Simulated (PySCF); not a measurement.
Isomers of C6H11O (doublet state), one GFN2-xTB conformer each. Single-point energies are computed at B3LYP/pcH-1 (PySCF, gas phase, no added dispersion term), electronic only. GFN2-xTB treats the open shell by occupation alone, and not every SCF solution was tested for stability.

Question: Rank them by B3LYP/pcH-1 energy, lowest first (kJ/mol).
A. `[CH3:1][CH2:2][CH2:3][C@@H:4]([CH3:5])[C:6]=[O:7]` (doublet state) with C1–C2–C3–C4 178°, C2–C3–C4–C5 176°, C3–C4–C6–O7 -147°
B. `[CH3:1][O:2][CH:3][CH:4]1[CH2:5][CH2:6][CH2:7]1` (doublet state) with C1–O2–C3–C4 -179°, O2–C3–C4–C5 -138°, C3–C4–C5–C6 -134°, C4–C5–C6–C7 13°, C5–C6–C7–C4 -13°, C3–C4–C7–C6 133°
C. `[CH2:1]=[C:2][CH2:3][C@H:4]([OH:5])[CH2:6][CH3:7]` (doublet state) with C1–C2–C3–C4 -111°, C2–C3–C4–O5 66°, C3–C4–O5–H -59°, C3–C4–C6–C7 -175°
D. `[CH2:1][CH2:2][O:3][CH2:4][C:5](=[CH2:6])[CH3:7]` (doublet state) with H–C1–C2–O3 164° and -25°, C1–C2–O3–C4 -69°, C2–O3–C4–C5 179°, O3–C4–C5–C6 126°
E. `[CH3:1][O:2][CH2:3][C:4]1[CH2:5][CH2:6][CH2:7]1` (doublet state) with C1–O2–C3–C4 -66°, O2–C3–C4–C5 157°
F. `[CH2:1]=[CH:2][CH2:3][C:4]([OH:5])[CH2:6][CH3:7]` (doublet state) with C1–C2–C3–C4 110°, C2–C3–C4–O5 92°, C3–C4–O5–H -169°, C3–C4–C6–C7 93°
G. `[CH2:1][CH2:2][C@H:3]([OH:4])[CH2:5][CH:6]=[CH2:7]` (doublet state) with H–C1–C2–C3 -82° and 93°, C1–C2–C3–O4 67°, C2–C3–O4–H -63°, C2–C3–C5–C6 -173°, C3–C5–C6–C7 122°
H. `[CH2:1][C:2](=[CH2:3])[O:4][CH:5]([CH3:6])[CH3:7]` (doublet state) with H–C1–C2–C3 180° and -1°, C1–C2–O4–C5 2°, C2–O4–C5–C6 -161°
I. `[CH3:1][CH:2][C@H:3]1[CH2:4][CH2:5][CH2:6][O:7]1` (doublet state) with C1–C2–C3–C4 -132°, C2–C3–C4–C5 128°, C3–C4–C5–C6 -24°, C4–C5–C6–O7 38°, C5–C6–O7–C3 -38°
J. `[CH3:1][CH:2][C:3](=[O:4])[CH:5]([CH3:6])[CH3:7]` (doublet state) with C1–C2–C3–O4 1°, C2–C3–C5–C6 159°

Answer: J (0.0), A (30.2), H (76.8), I (93.7), F (105.8), G (141.7), C (158.0), D (167.0), B (171.4), E (187.4).

As drawn, the highest has a four-membered ring, which the lowest lacks. Neighbours under 21 kJ/mol apart ([CH2]C(=C)OC(C)C and C[CH][C@H]1CCCO1; C[CH][C@H]1CCCO1 and C=CC[C](O)CC; [CH2]C[C@H](O)CC=C and C=[C]C[C@H](O)CC; C=[C]C[C@H](O)CC and [CH2]COCC(=C)C; others) can change places with a better method, another conformer or zero-point energy. GFN2-xTB itself gives, in the same order: 0.0, 44.0, 49.6, 18.1, 89.1, 148.4, 152.1, 155.2, 62.7, 86.4. Both levels put the same isomer lowest; measured from each level's own lowest isomer, the values differ by up to 108.7 kJ/mol (CO[CH]C1CCC1: 62.7 against 171.4).
